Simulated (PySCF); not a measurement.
## Electronic structure of F⁺ (fluorine, charge +1) at the UHF level

Configuration: [He] 2s2 2p4, high-spin 3P determinant. Calculation: PySCF 2.14, in Sapporo-DZP-2012; scalar relativity by spin-free X2C-1e.

- Total energy: -98.876853 hartree
- One-electron energy: -133.1897 hartree
- Hartree (Coulomb) energy: 43.9816 hartree
- Exchange energy: -9.6687 hartree
- ⟨S²⟩: 2.0044
- ⟨L²⟩: 2.007
- Sum of ⟨r⟩: 6.198 bohr
- Sum of ⟨r²⟩: 7.268 bohr²
- Traceless quadrupole moment −½Σ⟨3z² − r²⟩ along its main axis: -0.558 e·bohr²
- Langevin diamagnetic susceptibility: -5.76 ×10⁻⁶ cm³/mol
- Time after the integrals: 0.04 s of wall time on 1 thread of Neoverse-V2 (shared host)

| shell | electrons | mean orbital energy (hartree) | spread (hartree) | rms radius, mean of both spins (bohr) |
| --- | --- | --- | --- | --- |
| 1s α | 1 | -27.22613 | 0 | 0.204 |
| 1s β | 1 | -27.12085 | 0 | 0.204 |
| 2s α | 1 | -2.41091 | 0 | 1.06 |
| 2s β | 1 | -2.00697 | 0 | 1.06 |
| 2p α | 3 | -1.49665 | 0.12026 | 1.11 |
| 2p β | 1 | -1.30917 | 0 | 1.11 |
